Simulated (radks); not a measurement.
Question: Rb19+, configuration [Ar]. Method: Dirac Kohn-Sham, exchange-only PBE, spin-unpolarised, spherical densities, finite nucleus; Fermi nuclear charge, rms radius 4.2036 fm; computed with a radial shooting solver on a logarithmic mesh with Libxc functionals. Some entries of the table are withheld. Estimate them.

orbital,occ.,eigenvalue (eV),<1/r> (bohr^-1)
1s1/2,2,-15762.69,37.87
2s1/2,2,-2739.818,(1)
2p1/2,2,-2556.788,8.513
2p3/2,4,-2495.446,8.203
3s1/2,2,-908.5892,3.218
3p1/2,2,-844.8219,3.149
3p3/2,4,-832.1120,3.075
3d3/2,0,(2),2.942
3d5/2,0,(3),2.923
4s1/2,0,-438.7675,1.596

Answer: 
(1) 2s1/2 <1/r> (bohr^-1): 8.560
(2) 3d3/2 eigenvalue (eV): -732.1449
(3) 3d5/2 eigenvalue (eV): -729.5131
